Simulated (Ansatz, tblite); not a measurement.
Removing and adding an electron: BODIPY (C13H15BF2N2). The state is a singlet with charge 0. Geometry: PBE-D4/def2-SVP. Ansatz, gas phase; energy differences of separate SCF runs; the oxidised species was run as a doublet alone; the reduced species was run as a doublet alone.

The xTB rows come from tblite. B3LYP takes the VWN-RPA correlation. Single mean-field runs in def2-TZVP are fitted with def2-universal-jkfit.

| level | −HOMO (eV) | vertical IE (eV) | −LUMO (eV) | vertical EA (eV) | HOMO–LUMO gap (eV) | IE − EA (eV) | remarks |
| --- | --- | --- | --- | --- | --- | --- | --- |
| PBE-D4/def2-TZVP | 5.09 | 7.22 | 3.25 | 1.27 | 1.83 | 5.95 | HOMO above zero (-1 doublet) |
| B3LYP-D4/def2-TZVP | 5.66 | 7.24 | 2.79 | 1.39 | 2.87 | 5.85 | HOMO above zero (-1 doublet) |
| PBE0-D4/def2-TZVP | 5.81 | 7.18 | 2.66 | 1.39 | 3.15 | 5.79 | – |

(1) Estimate the rows for GFN1-xTB, GFN2-xTB.

Results:

(1) 
| level | −HOMO (eV) | vertical IE (eV) | −LUMO (eV) | vertical EA (eV) | HOMO–LUMO gap (eV) | IE − EA (eV) |
| --- | --- | --- | --- | --- | --- | --- |
| GFN1-xTB | 10.83 | 13.05 | 9.21 | 6.96 | 1.62 | 6.09 |
| GFN2-xTB | 10.02 | 12.25 | 8.39 | 6.08 | 1.63 | 6.17 |

Relaxing the oxidised species (PBE-D4/def2-SVP) changes its energy by -0.09 eV at PBE-D4/def2-TZVP, so the adiabatic ionisation energy to this nearest minimum is 7.13 eV. At PBE0-D4/def2-TZVP it is 7.08 eV.     A HOMO above zero means that the electron is unbound at that level or that self-interaction error raises the level; the energy of removing that electron tells which. Raw xTB energy differences between charge states are shifted by several eV; the methods need an empirical correction for them. Sets without diffuse functions give affinities that are too small.
